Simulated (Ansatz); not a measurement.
Geometry optimisation, RKS B3LYP-D4/def2-SVP (Ansatz).

Input:

```yaml
crystal:
  periodic: [false, false, false]
  atoms:
    - { symbol: "N", position_ang: [-1.5431, -0.5575, 0.2813] }
    - { symbol: C, position_ang: [-0.1867, -0.9249, 0.0823] }
    - { symbol: C, position_ang: [0.867, -0.156, 0.6817] }
    - { symbol: Si, position_ang: [1.108, 0.8705, -0.7397] }
    - { symbol: Cl, position_ang: [-0.4602, 2.2507, -0.9364] }
    - { symbol: H, position_ang: [-1.8592, 0.2457, -0.3829] }
    - { symbol: H, position_ang: [-1.7137, -0.1232, 1.2053] }
    - { symbol: H, position_ang: [0.0585, -1.5709, -0.7574] }
    - { symbol: H, position_ang: [1.7955, -0.7266, 0.9751] }
    - { symbol: H, position_ang: [0.6637, 0.3576, 1.653] }
    - { symbol: H, position_ang: [1.3356, 0.2777, -2.0417] }
basis:
  gaussian: { orbitals: def2-SVP }
hamiltonian:
  xc: b3lyp
  dispersion: d4
relax:
  f_tol: 0.02
  max_steps: 50
```

Command:

```bash
$ ansatz run input.yaml --threads 2 --pin off --max-ram 3072MiB --backend cpu --events-out ev --progress --plain --runs-dir out
```

Question: Where does it end, and by what steps?

Answer: The run converged. After 12 steps the energy has fallen by 1.472 eV; H6 moved furthest, 1.00 Å.

| step | energy less start (eV) | largest force component (eV/Å) | accepted |
| --- | --- | --- | --- |
| 0 | 0.0000 | 4.321 | yes |
| 1 | -0.5951 | 2.147 | yes |
| 2 | -0.9948 | 1.486 | yes |
| 3 | -1.2217 | 1.081 | yes |
| 4 | -1.3544 | 0.822 | yes |
| 5 | -1.4179 | 0.719 | yes |
| 6 | -1.4503 | 0.477 | yes |
| 7 | -1.4662 | 0.196 | yes |
| 8 | -1.4700 | 0.118 | yes |
| 9 | -1.4715 | 0.054 | yes |
| 10 | -1.4717 | 0.037 | yes |
| 11 | -1.4716 | 0.034 | no |
| 12 | -1.4719 | 0.019 | yes |

```xyz
11
Properties=species:S:1:pos:R:3
N -1.440 -0.418 0.198
C -0.172 -0.840 0.103
C 0.931 -0.250 0.756
Si 1.421 1.145 -0.730
Cl -0.349 2.416 -0.407
H -2.098 -0.716 -0.515
H -1.592 0.533 0.539
H -0.010 -1.704 -0.547
H 1.809 -0.895 0.864
H 0.729 0.368 1.637
H 0.836 0.304 -1.877
```

Run time: 45 s on 2 threads of Arm Neoverse V1, with other jobs on the host, peak memory 0.25 GiB.
